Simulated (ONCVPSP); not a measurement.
Varying the ONCV potential for Tc

Base potential:

* Element: technetium
* Generator: ONCVPSP 4.0.1
* Type: optimised norm-conserving Vanderbilt (ONCV)
* Functional: PBE
* Relativity: scalar-relativistic
* Frozen core: [Ar] 3d10
* Valence charge: 15
* Reference configuration: 4s2 4p6 4d5 5s1.75 (charge +0.25)
* Partial waves: 4s+5s: rc 1.85 bohr, ncon 3, nbas 6, qcut 6.1 1/bohr, 2 projectors; 4p: rc 1.75 bohr, ncon 4, nbas 8, qcut 7.5 1/bohr, 2 projectors, debl 2.8 Ha; 4d: rc 2.20 bohr, ncon 4, nbas 9, qcut 6.3 1/bohr, 2 projectors, debl 2.9 Ha
* Local potential: polynomial inside 1.50 bohr (lpopt 4, dvloc0 2 Ha)
* Core correction: Teter function, fcfact 4.5, rcfact 1.35

All-electron outer shells of the reference configuration (PBE, scalar-relativistic, ld1.x):

```json
{"shell": "3d", "level (eV)": "-251.65", "outermost node (bohr)": "–", "outermost maximum (bohr)": "0.31"}
{"shell": "4s", "level (eV)": "-75.15", "outermost node (bohr)": "0.50", "outermost maximum (bohr)": "0.95"}
{"shell": "4p", "level (eV)": "-47.12", "outermost node (bohr)": "0.51", "outermost maximum (bohr)": "1.03"}
{"shell": "4d", "level (eV)": "-8.41", "outermost node (bohr)": "0.50", "outermost maximum (bohr)": "1.27"}
{"shell": "5s", "level (eV)": "-6.56", "outermost node (bohr)": "1.28", "outermost maximum (bohr)": "2.72"}
```

Cutoffs, loose and tight: the cutoffs (Ha) at which the residual kinetic energy of the hardest occupied pseudo-wave falls to 1 and 0.1 mHa per electron. They do not see the model core or the augmentation charge, which bear on the density cutoff. Test errors are all-electron minus pseudo excitation energies from the reference, over the configurations 4s2 4p6 4d5 5s2; 4s2 4p6 4d5 5s1; 4s2 4p6 4d5 5s0; 4s2 4p6 4d5 5s1.5. A dash means not determined; rows that change the core or the reference have their own tests.

```csv
change,outcome,"cutoff, loose","cutoff, tight",bound ghosts,GHOST(+) flags above zero,largest test error (meV)
base,generated,16 Ha,18 Ha,none,none,-9.1
"core correction Teter function, fcfact 4.5, rcfact 1.02",generated,16 Ha,18 Ha,none,none,-9.1
"core correction Teter function, fcfact 4.5, rcfact 1.14",generated,16 Ha,18 Ha,none,none,-9.0
"core correction Teter function, fcfact 4.5, rcfact 1.32",generated,16 Ha,18 Ha,none,none,-9.0
"core correction Teter function, fcfact 4.5, rcfact 1.5",generated,16 Ha,18 Ha,none,none,-9.5
"core correction Teter function, fcfact 4.5, rcfact 1.66",generated,16 Ha,18 Ha,none,none,-11
"core correction Teter function, fcfact 4.5, rcfact 1.84",generated,16 Ha,18 Ha,none,none,-15
"core correction Teter function, fcfact 4.5, rcfact 2.06",generated,16 Ha,18 Ha,none,none,-29
```

Reading the sweep of the rcfact (base included, trends over the rows without a ghost): The loose cutoff stays near 16 Ha. The median size of the test errors (rows with all tests solved) rises from 0.9 meV at 1.02 to 2.1 meV at 2.06.
